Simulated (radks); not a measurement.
Results of a calculation; reference values are marked as such.
Task: Species: Ne2+. Configuration: [He] 2s2 2p(up 2.5, down 1.5) (fractional occupations, a model configuration). Level of theory: scalar-relativistic Kohn-Sham, PBEsol, spin-polarised, spherical densities, finite nucleus; Fermi nuclear charge, rms radius 3.0055 fm (a radial shooting solver on a logarithmic mesh with Libxc functionals). Some entries of the table are withheld. Estimate them.

orbital,occ.,eigenvalue (hartree),<1/r> (bohr^-1),r(max) (bohr)
1s up,1,(1),(2),0.1028
1s down,1,(3),(4),0.1028
2s up,1,-2.89973,1.763,0.6594
2s down,1,-2.81586,1.747,0.6624
2p up,2.5,-2.05068,1.646,0.5796
2p down,1.5,-1.96180,1.626,0.5851

Result: 
(1) 1s up eigenvalue (hartree): -32.31412
(2) 1s up <1/r> (bohr^-1): 9.610
(3) 1s down eigenvalue (hartree): -32.27532
(4) 1s down <1/r> (bohr^-1): 9.618
